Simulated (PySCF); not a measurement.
## Adding and removing an electron: RbF

RHF-MP2; Rb def2-SVPD with ECP28, F def2-SVPD; scalar-relativistic core potentials (PySCF 2.14). Neutral (RHF): singlet (closed shell), Re = 2.386 Å, ωe = 353 cm⁻¹, De = 5.12 eV.

RbF⁻ (UHF): doublet (σ ↑), Re = 2.482 Å, ωe = 290 cm⁻¹, De = 1.83 eV to Rb + F⁻. The energies at the minima are -123.47998 hartree for RbF and -123.49117 for RbF⁻.

**Question.** Work out the adiabatic electron affinity, without and with harmonic zero-point energies (1 hartree = 27.2114 eV, 1 eV = 8065.5 cm⁻¹), and the change of the bond length.

**Answer.** At MP2: 0.01119 hartree = 0.304 eV between the minima; the zero-point term (353.0 − 290.0)/2 cm⁻¹ = +0.004 eV makes it 0.308 eV. Re changes by +9.6 pm against the neutral. The electron enters a σ orbital, and the longer bond of the ion fits an antibonding orbital, or a change in how ionic the bond is.

Correlated steps freeze 1 core orbital. Correlated levels converge slowly with the basis: in double zeta they bind strong bonds too weakly, by up to about 1 eV, and carry superposition errors of some tenths. Spin–orbit coupling is left out. For an ion De counts to the pair picked by the measured ionisation energies or electron affinities, which need not be the lowest pair at this level. Where the molecule has an RHF reference, its open-shell atoms are computed with UHF. States were picked by a PBE0 search and need not be the measured ground states.

Neutral and ion stand on different kinds of reference determinant, which adds to the error of the difference.
